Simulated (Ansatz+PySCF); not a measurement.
Results of a calculation; reference values are marked as such.
## Several solutions for doublet TiN

```csv
atom,x (Å),y (Å),z (Å)
Ti,0.0000,0.0000,0.0000
N,0.0000,0.0000,1.6453
```

Basis set: def2-SVP (spherical functions). Charge 0, multiplicity 2.

UHF was run from several starts with Ansatz (development build ahead of 0.2.0) and PySCF 2.14.0.

| run | program | start | converged | energy (hartree) | <S²> |
| --- | --- | --- | --- | --- | --- |
| A | PySCF | guess atom, instabilities followed | yes | -902.59723 | 2.29 |
| B | PySCF | guess minao, instabilities followed | yes | -902.58487 | 2.25 |
| C | Ansatz | search for the lowest state | yes | -902.59723 | 2.29 |
| D | PySCF | program defaults | yes | -902.54858 | 0.76 |
| E | Ansatz | stability test followed | yes | -902.59723 | 2.29 |
| F | PySCF | guess huckel, instabilities followed | yes | -902.58487 | 2.25 |
| G | Ansatz | atomic start, no search | yes | -902.59723 | 2.29 |

Question: Which runs reached the lowest solution of this kind, and what is wrong with the others?

Answer: A, C, E, G reached the lowest solution found. Converged but too high: B by 0.34 eV, D by 1.32 eV, F by 0.34 eV. Convergence only shows a stationary point, and even a stable one can lie too high; stability tests and further starts are what find lower ones. Caution: another spin multiplicity may lie lower. Caution: the unrestricted determinant is a mixture of spin states.
